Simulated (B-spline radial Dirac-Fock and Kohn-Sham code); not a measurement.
What relativity does to the binding energies of Xe⁴⁶⁺

System: xenon as Xe⁴⁶⁺, configuration [He] 2s2 2p4.

Both columns are ΔSCF binding energies of the configuration average from a radial atomic solver: non-relativistic Hartree-Fock with a point nucleus, and Dirac-Fock with a finite nucleus and the Coulomb interaction alone, averaged over the two j levels with weights 2j+1.

```
shell  Hartree-Fock (eV)  Dirac-Fock (eV)  shift (eV)  shift (%)
   1s            36888.8          38403.1    +1514.26      +4.10
   2s             8304.5           8732.1     +427.68      +5.15
   2p             8099.7           8264.0     +164.27      +2.03
```

Relativity binds 1s, 2s, 2p more strongly, among those listed most of all 2s in relative terms.

Values without a named source are computed, but for edge energies of neutral atoms, which are taken from tables.
